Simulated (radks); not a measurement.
Sm2+, 60 electrons, occupied as [Xe] 4f4.5 5d1.5 (fractional occupations, a model configuration).

Calculated with a radial shooting solver on a logarithmic mesh with Libxc functionals: Dirac Kohn-Sham, PBE, spin-unpolarised, spherical densities, finite nucleus; open shells fill j = l - 1/2 first; Fermi nuclear charge, rms radius 5.0819 fm.

Energy parts (hartree):
part                       energy
total                 -10432.9752
kinetic                11311.3982
electron-nucleus      -25512.7569
Hartree                 4003.9203
exchange-correlation    -235.5368

Orbitals (lengths in bohr, moments of r in powers of bohr; r(90%) holds 90 % of the orbital's charge):
| orbital | occ. | eigenvalue (hartree) | r(90%) | <r^2> | small-component weight |
|---|---|---|---|---|---|
| 1s1/2 | 2 | -1714.319 | 0.0411 | 0.0007049 | 5.31e-02 |
| 2s1/2 | 2 | -280.7393 | 0.150 | 0.01105 | 1.17e-02 |
| 2p1/2 | 2 | -266.1537 | 0.133 | 0.008050 | 1.17e-02 |
| 2p3/2 | 4 | -244.0025 | 0.142 | 0.009292 | 1.09e-02 |
| 3s1/2 | 2 | -62.23577 | 0.374 | 0.07418 | 3.66e-03 |
| 3p1/2 | 2 | -55.95637 | 0.367 | 0.06936 | 3.60e-03 |
| 3p3/2 | 4 | -51.47238 | 0.385 | 0.07656 | 3.37e-03 |
| 3d3/2 | 4 | -40.57642 | 0.357 | 0.06160 | 3.25e-03 |
| 3d5/2 | 6 | -39.60303 | 0.363 | 0.06363 | 3.19e-03 |
| 4s1/2 | 2 | -13.07868 | 0.830 | 0.3769 | 1.16e-03 |
| 4p1/2 | 2 | -10.66707 | 0.860 | 0.3981 | 1.08e-03 |
| 4p3/2 | 4 | -9.67544 | 0.901 | 0.4370 | 1.01e-03 |
| 4d3/2 | 4 | -5.70131 | 0.991 | 0.5051 | 8.50e-04 |
| 4d5/2 | 6 | -5.52279 | 1.01 | 0.5203 | 8.30e-04 |
| 4f5/2 | 4.5 | -0.90834 | 1.50 | 1.008 | 4.89e-04 |
| 4f7/2 | 0 | -0.88555 | 1.52 | 1.033 | 4.81e-04 |
| 5s1/2 | 2 | -2.27066 | 1.98 | 2.125 | 2.56e-04 |
| 5p1/2 | 2 | -1.59829 | 2.23 | 2.656 | 2.06e-04 |
| 5p3/2 | 4 | -1.45421 | 2.36 | 2.957 | 1.86e-04 |
| 5d3/2 | 1.5 | -0.58915 | 3.56 | 6.292 | 8.99e-05 |
| 5d5/2 | 0 | -0.57619 | 3.63 | 6.525 | 8.67e-05 |

The highest occupied level is 5d3/2 at -16.032 eV. The configuration is held as typed, so some empty levels lie below it. Summed over all electrons, <r^2> = 45.11 bohr^2, which gives a Langevin (diamagnetic) susceptibility term of -35.7 x 10^-6 cm^3/mol. The electron density at the nucleus is 5.332e+05 e/bohr^3. The density falls to 0.001 e/bohr^3 at r = 3.82 bohr.
